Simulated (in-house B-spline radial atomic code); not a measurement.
Binding energies in Co IX (Co8+)

NIST's tabulated ground configuration is [Ar] 3d1; each binding energy is the energy of the ion with one electron taken from that subshell, relaxed, less that of the parent. All numbers are computed (Dirac-Hartree-Fock, average of configuration; Fermi nucleus of rms radius 3.7875 fm) with an all-electron radial atomic-structure program (B-spline basis), not measured. Energies include first-order Breit, QED and recoil terms.

```csv
subshell,X-ray name,binding energy (eV),-ε (eV),relaxation (eV)
1s,K,7921.2,7966.4,32.2
2s,L1,1145.6,1156.2,9.6
2p1/2,L2,1011.2,1023.3,11.1
2p3/2,L3,996.7,1008.3,10.9
3s,M1,291.5,292.9,1.3
3p1/2,M2,246.1,247.6,1.3
3p3/2,M3,243.8,245.2,1.3
3d,"M4,5",184.8,186.1,1.3
```

Relaxation = -ε minus the binding energy without Breit, QED and recoil terms.

Emission lines follow as differences of binding energies, with λ = 12398.42 eV·Å / E:

| line | holes | energy (eV) | wavelength (Å) |
| --- | --- | --- | --- |
| K-L3 | 1s → 2p3/2 | 6924.5 | 1.7905 |
| K-L2 | 1s → 2p1/2 | 6910.0 | 1.7943 |
| K-M3 | 1s → 3p3/2 | 7677.4 | 1.6149 |
| L1-M3 | 2s → 3p3/2 | 901.8 | 13.749 |
| L3-M1 | 2p3/2 → 3s | 705.2 | 17.581 |

What screening constant σ does Moseley's law, E = (3/4)·13.6057 eV·(Z - σ)², need for K-L3?

σ = 0.95.

What does it cost to remove both a 3s and a 3p3/2 electron?

563.21 eV, which is 27.94 eV more than the two single binding energies together.

What does it cost to remove both a 3s and a 3p1/2 electron?

565.63 eV, which is 28.05 eV more than the two single binding energies together.

What does it cost to remove both a 2p3/2 and a 3s electron?

1326.8 eV, which is 38.62 eV more than the two single binding energies together.
